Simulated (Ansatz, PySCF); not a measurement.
Dissociation curve of SMILES [SeH2] (H2Se). The Se1–H3 bond (Se1 also carries H; H3 carries nothing else) is stretched with both fragments frozen at the PBE0/def2-TZVP optimised geometry.

- UHF/LANL2DZ = unrestricted Hartree-Fock/LANL2DZ, with its core potentials past Ne (PySCF)
- UKS-PBE = unrestricted PBE/cc-pVTZ in Ansatz (an electronic-structure program)
- RKS-B3LYP/3-21G = PySCF with restricted B3LYP/3-21G
- UKS-M06-2X/6-31G* = PySCF with unrestricted M06-2X/6-31G*, spherical d

Energies are in kcal/mol, each relative to the lowest point of its own curve near equilibrium.

```json
[
 {"R / Å": "1.17", "UHF/LANL2DZ": "39.5", "UKS-PBE": "39.2", "RKS-B3LYP/3-21G": "38.6", "UKS-M06-2X/6-31G*": "40.0"},
 {"R / Å": "1.26", "UHF/LANL2DZ": "16.7", "UKS-PBE": "16.6", "RKS-B3LYP/3-21G": "16.8", "UKS-M06-2X/6-31G*": "16.6"},
 {"R / Å": "1.33", "UHF/LANL2DZ": "6.7", "UKS-PBE": "6.8", "RKS-B3LYP/3-21G": "7.2", "UKS-M06-2X/6-31G*": "6.5"},
 {"R / Å": "1.39", "UHF/LANL2DZ": "2.1", "UKS-PBE": "2.2", "RKS-B3LYP/3-21G": "2.5", "UKS-M06-2X/6-31G*": "1.9"},
 {"R / Å": "1.41", "UHF/LANL2DZ": "1.2", "UKS-PBE": "1.3", "RKS-B3LYP/3-21G": "1.5", "UKS-M06-2X/6-31G*": "1.1"},
 {"R / Å": "1.47", "UHF/LANL2DZ": "0.0", "UKS-PBE": "0.0", "RKS-B3LYP/3-21G": "0.0", "UKS-M06-2X/6-31G*": "0.0"},
 {"R / Å": "1.52", "UHF/LANL2DZ": "0.5", "UKS-PBE": "0.3", "RKS-B3LYP/3-21G": "0.0", "UKS-M06-2X/6-31G*": "0.6"},
 {"R / Å": "1.58", "UHF/LANL2DZ": "2.4", "UKS-PBE": "2.0", "RKS-B3LYP/3-21G": "1.2", "UKS-M06-2X/6-31G*": "2.6"},
 {"R / Å": "1.62", "UHF/LANL2DZ": "4.3", "UKS-PBE": "3.7", "RKS-B3LYP/3-21G": "2.6", "UKS-M06-2X/6-31G*": "4.6"},
 {"R / Å": "1.68", "UHF/LANL2DZ": "7.9", "UKS-PBE": "7.0", "RKS-B3LYP/3-21G": "5.2", "UKS-M06-2X/6-31G*": "8.3"},
 {"R / Å": "1.85", "UHF/LANL2DZ": "21.2", "UKS-PBE": "18.8", "RKS-B3LYP/3-21G": "15.7", "UKS-M06-2X/6-31G*": "21.5"},
 {"R / Å": "1.99", "UHF/LANL2DZ": "31.6", "UKS-PBE": "29.7", "RKS-B3LYP/3-21G": "26.0", "UKS-M06-2X/6-31G*": "33.6"},
 {"R / Å": "2.19", "UHF/LANL2DZ": "40.4", "UKS-PBE": "45.1", "RKS-B3LYP/3-21G": "41.2", "UKS-M06-2X/6-31G*": "50.6"},
 {"R / Å": "2.44", "UHF/LANL2DZ": "46.0", "UKS-PBE": "62.2", "RKS-B3LYP/3-21G": "59.1", "UKS-M06-2X/6-31G*": "64.2"},
 {"R / Å": "2.63", "UHF/LANL2DZ": "48.2", "UKS-PBE": "71.3", "RKS-B3LYP/3-21G": "71.1", "UKS-M06-2X/6-31G*": "69.5"},
 {"R / Å": "2.92", "UHF/LANL2DZ": "49.9", "UKS-PBE": "78.3", "RKS-B3LYP/3-21G": "86.3", "UKS-M06-2X/6-31G*": "73.5"},
 {"R / Å": "3.28", "UHF/LANL2DZ": "50.7", "UKS-PBE": "81.8", "RKS-B3LYP/3-21G": "100.5", "UKS-M06-2X/6-31G*": "75.7"},
 {"R / Å": "3.58", "UHF/LANL2DZ": "51.0", "UKS-PBE": "83.0", "RKS-B3LYP/3-21G": "109.1", "UKS-M06-2X/6-31G*": "—"},
 {"R / Å": "3.97", "UHF/LANL2DZ": "51.2", "UKS-PBE": "83.7", "RKS-B3LYP/3-21G": "116.9", "UKS-M06-2X/6-31G*": "—"},
 {"R / Å": "4.47", "UHF/LANL2DZ": "51.2", "UKS-PBE": "84.0", "RKS-B3LYP/3-21G": "122.9", "UKS-M06-2X/6-31G*": "—"},
 {"R / Å": "5.17", "UHF/LANL2DZ": "51.3", "UKS-PBE": "84.1", "RKS-B3LYP/3-21G": "126.8", "UKS-M06-2X/6-31G*": "—"}
]
```

At the longest distance, 5.17 Å, RKS-B3LYP/3-21G lies highest above its minimum (126.8 kcal/mol) and UHF/LANL2DZ lowest (51.3 kcal/mol).

Dashes: no converged value, or the column stops at the first point that the program doubted or that broke a chosen test of continuity, which isn't proof of a fault.

The unrestricted determinant behind UHF/LANL2DZ is spin-contaminated at 1.99 to 5.17 Å (<S²> up to 1.0, against 0.00 for a pure singlet). The unrestricted determinant behind UKS-PBE is spin-contaminated at 2.63 to 5.17 Å (<S²> up to 1.0, against 0.00 for a pure singlet). The restricted form behind RKS-B3LYP/3-21G keeps the bonding electrons paired and can't separate into open-shell fragments. The unrestricted determinant behind UKS-M06-2X/6-31G* is spin-contaminated at 2.19 to 3.28, 3.97 to 5.17 Å (<S²> up to 1.0, against 0.00 for a pure singlet).
